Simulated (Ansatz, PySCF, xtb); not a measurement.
Reaction R1 + R2 → P1 + P2, each structure at its B3LYP-D3(BJ)/def2-TZVP stationary point, reached from a drawn start (curvature not checked).
R1: SiH4 (SMILES [SiH4]), charge 0, multiplicity 1.
P1, Si2H6 (SMILES [SiH3][SiH3]) (charge 0, multiplicity 1):
```xyz
8

Si    -1.1661     0.1185    -0.0175
Si     1.1661    -0.1185     0.0175
H     -1.7630    -0.8118    -1.0064
H     -1.5367     1.5059    -0.3883
H     -1.7339    -0.1825     1.3192
H      1.5367    -1.5059     0.3883
H      1.7630     0.8118     1.0064
H      1.7339     0.1825    -1.3192
```
R2: H3ISi (SMILES [SiH3]I), charge 0, multiplicity 1.
P2, HI (SMILES I) (charge 0, multiplicity 1):
```xyz
2

I      0.80773     0.00000     0.00000
H     -0.80773     0.00000     0.00000
```

```
level                                reaction energy (kcal/mol)
-----------------------------------  --------------------------
GFN1-xTB                                                  45.46
HF/def2-SVP                                               21.79
HF/def2-TZVPP                                             22.85
SVWN5/def2-TZVPP                                          15.23
PBE/def2-TZVPP                                            16.37
PBE-D3(BJ)/def2-TZVPP                                     16.26
BLYP/def2-TZVPP                                           17.93
BLYP-D3(BJ)/def2-TZVPP                                    17.86
BLYP-D4/def2-TZVPP                                        17.67
revPBE/def2-TZVPP                                         16.63
revPBE-D3(BJ)/def2-TZVPP                                  16.42
revPBE-D4/def2-TZVPP                                      16.17
r2SCAN/def2-TZVPP                                         18.50
r2SCAN-D3(BJ)/def2-TZVPP                                  18.43
r2SCAN-D4/def2-TZVPP                                      18.41
B97M-V/def2-TZVPP                                         16.37
B3LYP/def2-TZVPP                                          18.86
B3LYP-D3(BJ)/def2-TZVPP                                   18.83
B3LYP-D4/def2-TZVPP                                       18.69
PBE0/def2-TZVPP                                           17.68
PBE0-D3(BJ)/def2-TZVPP                                    17.60
PBE0-D4/def2-TZVPP                                        17.55
BHLYP/def2-TZVPP                                          20.45
M06-2X/def2-TZVPP                                         21.56
CAM-B3LYP-D4/def2-TZVPP                                   18.73
wB97X-V/def2-TZVPP                                        18.78
wB97M-V/def2-TZVPP                                        19.97
B2PLYP/def2-TZVPP                                         19.61
B2PLYP-D3(BJ)/def2-TZVPP                                  19.67
B2PLYP-D4/def2-TZVPP                                      19.49
MP2/def2-TZVPP                                            20.65
MP2/def2-QZVPP                                            21.31
MP2/CBS(def2-TZVPP, def2-QZVPP)                           21.69
SCS-MP2/def2-SVP                                          19.77
SCS-MP2/def2-QZVPP                                        21.23
CCSD/def2-SVP                                             17.91
CCSD/def2-QZVPP                                           19.23
CCSD(T)/def2-TZVPP                                        18.19
CCSD(T)/def2-QZVPP                                        18.97
CCSD(T)/CBS(def2-TZVPP, def2-QZVPP)                       19.43
```

P less R. No zero-point or thermal terms; no spin–orbit coupling.

Cores are frozen in the correlated methods. In cc and def2 sets filled d and f shells under p-block atoms count as core. CBS(a, b) extrapolates the correlation energy as X⁻³ and adds the Hartree–Fock energy of set b.

Programs: Ansatz (Gaussian basis) for Hartree–Fock, density functionals and correlated methods; PySCF for M06-2X and the D3/D4 terms; xtb for the GFN methods. No computed number here is a measurement. Elements past Kr take the def2 small-core potentials, without spin–orbit coupling.

Ansatz is a program for electronic structure.
